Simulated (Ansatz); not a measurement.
Gas-phase electronic energies from Ansatz, PBE0-D4/def2-TZVP geometries. CCSD(T)/CBS is the MP2 limit (def2-TZVPP, def2-QZVPP) plus CCSD(T) − MP2 in def2-TZVPP, frozen cores. This one scheme is used for every species. DFT in def2-TZVPP. def2 core potentials past Kr. For Br, In outer-core shells are correlated without core-valence functions, which leaves a few kJ/mol of doubt a bond. Scalar relativity is left out up to krypton.

Reaction (ligand exchange at the In–Br bond): `[Br][InH2]` + CH₃SH → `C[S][InH2]` + HBr

```
          level  ΔE (kcal/mol)
    LDA (SPW92)           10.3
         B97M-V           12.9
   CAM-B3LYP-D4           13.9
         B2PLYP           13.9
           PBE0           13.8
        r2SCANh           13.8
 MP2/def2-TZVPP           12.4
CCSD/def2-TZVPP           13.7
```

Question: What does CCSD(T)/CBS give? (Estimate.)

Answer: Computed: +13.0 kcal/mol. The listed levels differ from it by -2.7, -0.1, 0.9, 0.9, 0.8, 0.8, -0.6, 0.7 kcal/mol.

Largest T1 diagnostic among the species: 0.014.

From PBE to PBE0 (25 % exact exchange), in def2-TZVPP and without D4, ΔE moves by +1.4 kcal/mol. Leaving LDA and LC-ωPBE aside and taking each functional with its dispersion term where it has one, the values, not all of them listed here, spread over 3.6 kcal/mol, from revPBE-D4 to BHLYP-D4. LDA lies −2.0 kcal/mol from PBE without D4.
